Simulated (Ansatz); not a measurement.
C₂H₄O₂, triplet, at a GFN2-xTB geometry (a higher spin typed on purpose: for a closed-shell molecule this is an excited state); HF/6-31G* run with Ansatz (a first-principles code).

The Ansatz input:
Ansatz 0.2 input:
```yaml
crystal:
  periodic: [false, false, false]
  atoms:
    - {symbol: C, position_ang: [-1.29370611, -0.45495980, 0.07134256]}
    - {symbol: C, position_ang: [0.08819231, 0.33727888, 0.11862454]}
    - {symbol: O, position_ang: [0.99930282, -0.36540853, 0.85431055]}
    - {symbol: O, position_ang: [0.29821376, 0.79544544, -1.06284776]}
    - {symbol: H, position_ang: [-2.03228451, 0.19607021, -0.38031375]}
    - {symbol: H, position_ang: [-1.19809768, -1.37897758, -0.49959502]}
    - {symbol: H, position_ang: [-1.51107589, -0.65825986, 1.11601260]}
    - {symbol: H, position_ang: [1.59440817, -0.89304257, 0.29239111]}
basis:
  gaussian:
    orbitals: 6-31G*
hamiltonian:
  xc: hf
magnetization: {spin_polarized: true, initial_magnetization: 2}
```

What the program printed (banner, timings and long lists left out):

```
Functional definition: HF
669 factors; integrals over basis functions are off by at most 7.7e-4 eV
mean field evaluation 1: about -6191.0186 eV, gradient 2.4e1 eV
mean field evaluation 2: about -6191.0236 eV, gradient 2.4e1 eV
mean field evaluation 4: about -6194.6215 eV, gradient 4.4e0 eV
mean field evaluation 8: about -6195.3426 eV, gradient 5.8e-1 eV
mean field evaluation 16: about -6194.7078 eV, gradient 5.2e0 eV
mean field evaluation 32: about -6194.3095 eV, gradient 2.6e-1 eV
mean field evaluation 64: about -6194.2940 eV, gradient 2.8e-1 eV
mean field -6195.35818644 eV, -227.6752139871 hartree, gradient 1.5e-5 eV, S^2 2.012638; 0 other end points of the search recorded, 0 dependent functions left out
reference -6195.35818644 eV, -227.6752139871 hartree; 17, 15 occupied and 51, 53 virtual orbitals, 669 factors
Total energy: -6195.35818644 eV, -227.6752139871 hartree
```
